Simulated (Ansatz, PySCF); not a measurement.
C₅H₉O₂ (SMILES CCCCO[C]=O), doublet, at a GFN2-xTB geometry, with bond 14-3 at 1.4 times its length. Base run: CASSCF(3,4)/STO-3G in PySCF.

Here is a job for PySCF.
```python
from pyscf import gto, scf, mcscf
import numpy

mol = gto.M(
    atom='''
C     3.00226701    0.79880876    0.65699187
C     2.04651383   -0.27493168    0.15220979
C     0.59423258    0.07875155    0.47095795
C    -0.35901479   -0.99086667   -0.03304500
O    -1.75345555   -0.65717584    0.32436231
C    -2.41389845    0.18133953   -0.36894129
O    -2.21221350    0.84233211   -1.34720837
H     2.91365675    0.91306580    1.73486228
H     4.03006311    0.53320727    0.42296507
H     2.78020002    1.75609018    0.19150960
H     2.29552041   -1.23239134    0.61486073
H     2.16196690   -0.38677709   -0.92781158
H     0.33936394    1.03196352    0.00198748
H     0.41990199    0.23220999    1.98223885
H    -0.18069386   -1.95441411    0.44494979
H    -0.30503663   -1.08896800   -1.12003922
''',
    basis='sto-3g',
    spin=1,
    verbose=4,
)

mf = scf.ROHF(mol)
mf.kernel()
mc = mcscf.CASSCF(mf, 4, 3)
mc.fix_spin_(ss=0.75)
mc.kernel()
occ = numpy.linalg.eigvalsh(mc.fcisolver.make_rdm1(mc.ci, mc.ncas, mc.nelecas))[::-1]
ss = mc.fcisolver.spin_square(mc.ci, mc.ncas, mc.nelecas)[0]
print('natural occupations', occ.round(4), ' <S^2>', round(ss, 4))
```

Programs used: Ansatz (a program for electronic structure), PySCF; a row that names a program was run with it.

Each row names what was changed in the base input (with any setting that the change needs).

```csv
change,ΔE vs base (kcal/mol),natural occupations,<S^2> of the state
base,0.000,1.92 1.00 0.08 0.00,0.75
"active space = 5 electrons, 6 orbitals",-25.19,1.92 1.91 1.00 0.09 0.08 0.00,0.75
fix_spin_ = off,0.000,1.92 1.00 0.08 0.00,0.75
orbitals = fixed (CASCI),14.77,1.98 1.00 0.02 0.00,0.75
correction = SC-NEVPT2,-208.5,1.92 1.00 0.08 0.00,0.75
"code = ansatz; correction = SC-NEVPT2, all electrons",-222.2,-,-
"active space = 9 electrons, 9 orbitals",-59.76,1.97 1.96 1.92 1.91 1.02 0.09 0.09 0.03 0.01,0.75
conv_tol = 1e-5,0.000,1.92 1.00 0.08 0.00,0.75
orbitals = fixed (CASCI); correction = SC-NEVPT2,-209.4,1.98 1.00 0.02 0.00,0.75
solver = newton,1.50,1.91 1.00 0.09 0.00,0.75
"active space = 5 electrons, 5 orbitals",-23.45,1.91 1.91 1.00 0.09 0.09,0.75
```

Active orbitals are taken around the Fermi level unless the row says otherwise; CASSCF can end in different local minima, and two programs can end on different orbitals. State-averaged rows give the lowest state.

Open shells are given as the SCF converged; they aren't shown to be the lowest states, and a large step between rows can be another state.
